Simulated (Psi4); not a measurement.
C2H2, charge +1, doublet, at a GFN2-xTB geometry (a state made from the parent by changing its charge; the spin is typed, not shown lowest); MP2/aug-pcseg-1 (Psi4).

Input for Psi4:
```
memory 2 GB

molecule mol {
1 2
C    -0.005518    0.032082    0.612324
C    -0.017105    0.044938   -0.611300
H     0.052121   -0.213586   -1.666241
H     0.083618   -0.248535    1.660100
}

set {
  basis aug-pcseg-1
  reference uhf
  freeze_core true
}

energy('mp2')
print_variables()
```

Output, abridged:

```
    SCF Algorithm Type (re)set to DF.

   => Loading Basis Set <=

    Name: AUG-PCSEG-1
    Role: ORBITAL
    Keyword: BASIS

         ---------------------------------------------------------
                                   SCF
               by Justin Turney, Rob Parrish, Andy Simmonett
                          and Daniel G. A. Smith
                              UHF Reference
         ---------------------------------------------------------

  ==> Geometry <==

    Molecular point group: c1
    Full point group: C1

    Geometry (in Angstrom), charge = 1, multiplicity = 2:

       Center              X                  Y                   Z               Mass
    ------------   -----------------  -----------------  -----------------  -----------------
         C           -0.000341314520     0.014457881935     0.612089566247    12.000000000000
         C           -0.011928314520     0.027313881935    -0.611534433753    12.000000000000
         H            0.057297685480    -0.231210118065    -1.666475433753     1.007825032230
         H            0.088794685480    -0.266159118065     1.659865566247     1.007825032230

  Running in c1 symmetry.

  Rotational constants: A =    114.82824  B =      1.15764  C =      1.14609 [cm^-1]
  Rotational constants: A = 3442464.02733  B =  34705.30759  C =  34358.91711 [MHz]
  Nuclear repulsion =   24.330880768260183

  Charge       = 1
  Multiplicity = 2
  Electrons    = 13
  Nalpha       = 7
  Nbeta        = 6

  ==> Algorithm <==

  SCF Algorithm Type is DF.
  DIIS enabled.
  MOM disabled.
  Fractional occupation disabled.
  Guess Type is SAD.
  Energy threshold   = 1.00e-08
  Density threshold  = 1.00e-08
  Integral threshold = 1.00e-12

  ==> Primary Basis <==

  Basis Set: AUG-PCSEG-1
    Blend: AUG-PCSEG-1
    Number of shells: 28
    Number of basis functions: 64
    Number of Cartesian functions: 68
    Spherical Harmonics?: true
    Max angular momentum: 2

   => Loading Basis Set <=

    Name: (AUG-PCSEG-1 AUX)
    Role: JKFIT
    Keyword: DF_BASIS_SCF

  ==> Integral Setup <==

  SCF_SUBTYPE=INCORE selected. In-core MEM_DF algorithm will be used.
  Using in-core AOs.

  ==> MemDFJK: Density-Fitted J/K Matrices <==

    J tasked:                   Yes
    K tasked:                   Yes
    wK tasked:                   No
    Algorithm:                 Core
    Schwarz Cutoff:           1E-12
    Mask sparsity (%):       0.0000
    Fitting Condition:        1E-10

   => Auxiliary Basis Set <=

  Basis Set: (AUG-PCSEG-1 AUX)
    Blend: DEF2-UNIVERSAL-JKFIT
    Number of shells: 62
    Number of basis functions: 186
    Number of Cartesian functions: 218
    Spherical Harmonics?: true
    Max angular momentum: 4

  Minimum eigenvalue in the overlap matrix is 3.0725918342E-05.
  Reciprocal condition number of the overlap matrix is 4.4977359972E-06.
    Using symmetric orthogonalization.

  ==> Pre-Iterations <==

  SCF Guess: Superposition of Atomic Densities via on-the-fly atomic UHF (no occupation information).

   -------------------------
    Irrep   Nso     Nmo
   -------------------------
     A         64      64
   -------------------------
    Total      64      64
   -------------------------

  ==> Iterations <==

                           Total Energy        Delta E     RMS |[F,P]|

   @DF-UHF iter SAD:   -75.80091560160560   -7.58009e+01   0.00000e+00
   @DF-UHF iter   1:   -76.40361532956115   -6.02700e-01   2.71831e-03 ADIIS/DIIS
   @DF-UHF iter   2:   -76.43134970247266   -2.77344e-02   6.55135e-04 ADIIS/DIIS
   @DF-UHF iter   3:   -76.43342929653136   -2.07959e-03   1.81673e-04 ADIIS/DIIS
   @DF-UHF iter   4:   -76.43365505103498   -2.25755e-04   9.19271e-05 DIIS
   @DF-UHF iter   5:   -76.43373345784433   -7.84068e-05   4.36764e-05 DIIS
   @DF-UHF iter   6:   -76.43375485725832   -2.13994e-05   1.10664e-05 DIIS
   @DF-UHF iter   7:   -76.43375590980992   -1.05255e-06   3.08021e-06 DIIS
[...]
       7A     -0.763613

    Alpha Virtual:

[...]
    Beta Occupied:

[...]
    Beta Virtual:

[...]
      64A      4.140334

    Final Occupation by Irrep:
              A
    DOCC [     6 ]
    SOCC [     1 ]
    NA   [     7 ]
    NB   [     6 ]

  @DF-UHF Final Energy:   -76.43375601095450

   => Energetics <=

    Nuclear Repulsion Energy =             24.3308807682601831
    One-Electron Energy =                -145.8115632650672069
    Two-Electron Energy =                  45.0469264858525236
    Total Energy =                        -76.4337560109544967

  UHF NO Occupations:
  HONO-2 :    5  A 1.9989762
  HONO-1 :    6  A 1.9984400
  HONO-0 :    7  A 1.0000000
  LUNO+0 :    8  A 0.0015600
  LUNO+1 :    9  A 0.0010238
  LUNO+2 :   10  A 0.0002012
  LUNO+3 :   11  A 0.0000364

Computation Completed

Properties will be evaluated at   0.000000,   0.000000,   0.000000 [a0]

Properties computed using the SCF density matrix

 Multipole Moments:

 ------------------------------------------------------------------------------------
     Multipole            Electronic (a.u.)      Nuclear  (a.u.)        Total (a.u.)
 ------------------------------------------------------------------------------------

 L = 1.  Multiply by 2.5417464519 to convert [e a0] to [Debye]
 Dipole X            :         -0.1000137            0.1369571            0.0369435
 Dipole Y            :          0.3404949           -0.4662685           -0.1257735
 Dipole Z            :          0.0045243           -0.0061965           -0.0016723
 Magnitude           :                                                    0.1310977

 ------------------------------------------------------------------------------------

  //>>>>>>>>>>>>>>>>>>>>>>>>>>>>>>>>>>>//
  //               DFMP2               //
  //<<<<<<<<<<<<<<<<<<<<<<<<<<<<<<<<<<<//

   => Loading Basis Set <=

    Name: (AUG-PCSEG-1 AUX)
    Role: RIFIT
    Keyword: DF_BASIS_MP2

	 --------------------------------------------------------
	                          DF-MP2
	      2nd-Order Density-Fitted Moller-Plesset Theory

	        Rob Parrish, Justin Turney, Andy Simmonett,
	           Ed Hohenstein, and C. David Sherrill
	 --------------------------------------------------------

	 --------------------------------------------------------
	                 NBF =    64, NAUX =   174
	 --------------------------------------------------------
	   CLASS    FOCC     OCC    AOCC    AVIR     VIR    FVIR
	   ALPHA       2       7       5      57      57       0
	    BETA       2       6       4      58      58       0
	 --------------------------------------------------------

	-----------------------------------------------------------
	 ==================> DF-MP2 Energies <====================
	-----------------------------------------------------------
	 Reference Energy          =     -76.4337560109544967 [Eh]
	 Singles Energy            =      -0.0000000000000000 [Eh]
	 Same-Spin Energy          =      -0.0475929085875126 [Eh]
	 Opposite-Spin Energy      =      -0.1634574407153722 [Eh]
	 Correlation Energy        =      -0.2110503493028848 [Eh]
	 Total Energy              =     -76.6448063602573768 [Eh]
	-----------------------------------------------------------
	 ================> DF-SCS-MP2 Energies <==================
	-----------------------------------------------------------
	 SCS Same-Spin Scale       =       0.3333333333333333 [-]
	 SCS Opposite-Spin Scale   =       1.2000000000000000 [-]
	 SCS Same-Spin Energy      =      -0.0158643028625042 [Eh]
	 SCS Opposite-Spin Energy  =      -0.1961489288584466 [Eh]
	 SCS Correlation Energy    =      -0.2120132317209509 [Eh]
	 SCS Total Energy          =     -76.6457692426754420 [Eh]
	-----------------------------------------------------------

  Variable Map:
  ----------------------------------------------------------------------------
[...]
  Array Variable Map:
  ----------------------------------------------------------------------------
[...]
[...]
```
